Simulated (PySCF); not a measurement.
Orbital picture of CsO

UHF at R = 2.565 Å; basis Cs def2-SVP with ECP46, O def2-SVP; scalar-relativistic core potentials; PySCF 2.14. State: ²Π (doublet), unpaired electrons π ↑. Only the outer orbitals are listed, counted within each symmetry, core potentials removing the inner ones.

```csv
spin,orbital,occ.,ε (eV),on Cs (%),main shells (%)
α,2σ,1,-35.02,99,99 Cs s
α,3σ,1,-29.32,3,97 O s
α,1π,1,-17.88,100,100 Cs p
α,1π,1,-17.83,100,100 Cs p
α,4σ,1,-17.45,95,94 Cs p
α,2π,1,-11.50,3,97 O p
α,2π,1,-9.03,4,96 O p
α,5σ,1,-8.92,10,90 O p
α,6σ,0,-0.04,100,"79 Cs s, 21 Cs p"
α,3π,0,0.79,100,92 Cs p
α,3π,0,0.81,100,"91 Cs p, 9 Cs d"
β,2σ,1,-35.01,100,100 Cs s
β,3σ,1,-24.91,5,94 O s
β,1π,1,-17.85,100,100 Cs p
β,1π,1,-17.84,100,100 Cs p
β,4σ,1,-17.32,94,93 Cs p
β,5σ,1,-7.63,11,89 O p
β,2π,1,-7.57,7,93 O p
β,6σ,0,-0.04,100,"79 Cs s, 21 Cs p"
β,2π,0,0.78,100,93 Cs p
β,3π,0,0.81,100,"91 Cs p, 9 Cs d"
```

Which are the highest filled and the lowest empty level, where do they sit, and how wide is the gap?

Highest filled β 2π at -7.57 eV (in %: 93 O p); lowest empty β 6σ at -0.04 eV (in %: 79 Cs s, 21 Cs p); the gap at UHF is 7.53 eV.

The bond order (Mayer) is 0.54, the ⟨S²⟩ is 0.757 and the charge on Cs (Mulliken, basis-dependent) is 0.70. The charge on Cs (Löwdin, basis-dependent) is 0.58. The dipole moment (positive dipole means Cs(−)O(+)) is -9.28 D.

Spin–orbit coupling is left out. The state is the lowest determinant that a PBE0 search found; another state may lie lower at other levels.
